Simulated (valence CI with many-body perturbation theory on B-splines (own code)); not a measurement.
The numbers below are computed, except where a source is named.
# Sensitivity of CI+MBPT for Pt47+

Method: relativistic CI+MBPT: three valence electrons over a frozen Dirac-Fock core [Ar] 3d10, radial functions for each j: 6 s, 6 p, 5 d, 3 f, 1 g, with the one-electron correlation potential Σ1, the two-electron term Σ2, the three-electron term Σ3, Breit, model QED; selected CI, second order for the rest, scaled by the run's own slope (own B-spline code, finite nucleus).

No measured spectrum was set against this ion. As an estimate, large intervals hold to a few tenths of a per cent, small ones and those within an open d or f shell to about a per cent.

The reference run has the lowest level (4s^2 4p1/2) J=1/2 and an ionisation energy of 2604.03 eV. Its largest variational space holds 2731 state functions.

Levels are named by their leading jj configuration (3d3/2^4 stands for four electrons in 3d with j = 3/2), which in mixed levels can hold well under half, so a name can repeat and another be missing. Letters in brackets count levels of one name in rising energy.

Changed runs:
A. scale of Σ1 1 → 0; scale of Σ2 1 → 0; three-electron term on → off
B. correlating orbitals by l 3 3 3 2 1 → 4 4 0 0 0
C. scale of Σ1 1 → 0
D. scale of Σ1 1 → -1 (bad on purpose)

Excitation energies of the reference run in cm⁻¹, and shifts in cm⁻¹:

```csv
Level,Reference,A,B,C,D
(4s 4p1/2^2) J=1/2,864797,+561,+19,+1039,+2072
(4s^2 4p3/2) J=3/2,1049250,-3449,+60,-2412,-4820
(4s 4p1/2 4p3/2) J=3/2 [a],1796570,-6522,-566,-1327,-2655
(4s 4p1/2 4p3/2) J=5/2,1870620,-4361,-35,-1345,-2691
(4s 4p1/2 4p3/2) J=3/2 [b],1974060,-149,+425,-1331,-2664
(4s 4p1/2 4p3/2) J=1/2,1993620,+3567,+460,-1361,-2724
(4s^2 4d3/2) J=3/2,2464270,+5554,+1101,-304,-612
(4s^2 4d5/2) J=5/2,2660460,+696,+618,-1404,-2813
(4p1/2^2 4p3/2) J=3/2,2838380,+2290,+165,-267,-541
(4s 4p3/2^2) J=5/2,2911400,-4727,+377,-3518,-7029
(4s 4p3/2^2) J=1/2,3042040,-3034,+910,-3766,-7531
(4s 4p3/2^2) J=3/2,3072140,+1396,+871,-3752,-7502
Ionisation energy (eV),2604.03,-1.87,-0.08,-1.97,-3.93
```
